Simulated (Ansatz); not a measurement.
Energy needed to pull apart CH$_{2}$GaS, doublet, into free ground-state atoms, from the structure below (displaced at random from a GFN2-xTB minimum); no zero-point or spin–orbit terms; open-shell atoms are treated unrestricted, in their ground-state multiplicity.

```
atom    x (Å)    y (Å)    z (Å)
  C1   0.1639  -0.3334   0.3383
  S2   0.6703   1.2276   0.2110
 Ga3  -1.2879   1.0646  -1.2250
  H4   0.5750  -1.2445  -0.4285
  H5   0.0754  -0.6334   1.2942
```

Computed with Ansatz 0.2.0 (basis: def2-TZVPP); correlated methods freeze the cores; orbitals are unrestricted. Filled d shells of the heavier atoms are correlated. The def2 sets are not built for correlating such inner shells, so the correlated values are less sure here.

```json
{"method": "PBE-D4", "atomization energy (kJ/mol)": "1528"}
{"method": "r2SCAN-D4", "atomization energy (kJ/mol)": "1489"}
{"method": "PBE0-D4", "atomization energy (kJ/mol)": "1484"}
{"method": "r2SCANh-D4", "atomization energy (kJ/mol)": "1474"}
{"method": "HSE06-D4", "atomization energy (kJ/mol)": "1485"}
{"method": "wB97M-V", "atomization energy (kJ/mol)": "?"}
{"method": "HF", "atomization energy (kJ/mol)": "991"}
{"method": "MP2", "atomization energy (kJ/mol)": "?"}
{"method": "CCSD", "atomization energy (kJ/mol)": "1375"}
{"method": "CCSD(T)", "atomization energy (kJ/mol)": "1411"}
```

(1) What does MP2 give? (An estimate is asked for; the value comes from the calculation.)

(2) What does wB97M-V give? (Judge from chemistry; the value comes from the calculation.)

T1 diagnostic: at most 0.024. ⟨S²⟩ of the unrestricted Hartree–Fock references: 0.78 (a pure state has 0.75).

## Answers

(1) Computed: 1433 kJ/mol, which is about 21 kJ/mol more than CCSD(T)/def2-TZVPP.

(2) The calculation gives: 1467 kJ/mol, which is about 56 kJ/mol more than CCSD(T)/def2-TZVPP.

In triple zeta the MP2 and coupled-cluster atomization energies are still short of their basis limit by a few kcal/mol a bond, whereas those of the functionals are nearly converged, so these differences are not deviations from converged CCSD(T).

For scale, one of the runs: CCSD(T)/def2-TZVPP forces, 149 basis functions (an equivalent command: `ansatz run in.yaml --threads 4`). The run took 4.6 min on 4 CPU threads (shared host), with 3.9 GiB of host memory at its peak.
